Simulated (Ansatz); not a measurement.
The cluster SnPt₄⁻. Charge -1, multiplicity 2. Geometry PBE-D4/def2-SVPD; atoms count from 1.

```xyz
5

Pt   -1.1828    1.3730   -0.4805
Pt   -1.1733   -0.3836    1.4100
Pt    1.3621   -0.7999    1.0083
Pt    1.3497    0.9571   -0.8817
Sn   -0.3556   -1.1466   -1.0560
```

In the def2 sets Pt, Sn take a core potential; there is no spin–orbit coupling. The charge -1 doublet is spin-contaminated (final ⟨S²⟩ up to 1.79, 0.75 for a pure state). The structure comes from a short search, and lower isomers may exist.

**Question.** Estimate the Mulliken populations from the PBE0/def2-TZVPD orbitals of Ansatz.

**Answer.** 
```
atom  charge (e)  spin (α − β)  d electrons
 Pt1       -0.16          0.72         9.02
 Pt2       -0.22         -0.21         9.01
 Pt3       -0.22         -0.21         9.01
 Pt4       -0.16          0.72         9.02
 Sn5       -0.25         -0.01            –
```
Mulliken values depend strongly on the basis. With diffuse functions, as here, like atoms can get unlike values, and bond orders can come out too low or too high.

**Question.** Where does the spin sit?

**Answer.** Summed by element: Pt 1.01, Sn -0.01, of 1 unpaired in all. Largest on single atoms: Pt4 0.72, Pt1 0.72, Pt2 -0.21.

**Question.** And the Mayer bond orders between heavy atoms (over 0.3)?

**Answer.** Pt1–Pt2 0.69 (2.58 Å); Pt1–Pt4 0.76 (2.60 Å); Pt1–Sn5 0.67 (2.71 Å); Pt2–Pt3 0.72 (2.60 Å); Pt2–Sn5 0.70 (2.71 Å); Pt3–Pt4 0.69 (2.58 Å); Pt3–Sn5 0.70 (2.71 Å); Pt4–Sn5 0.67 (2.71 Å).
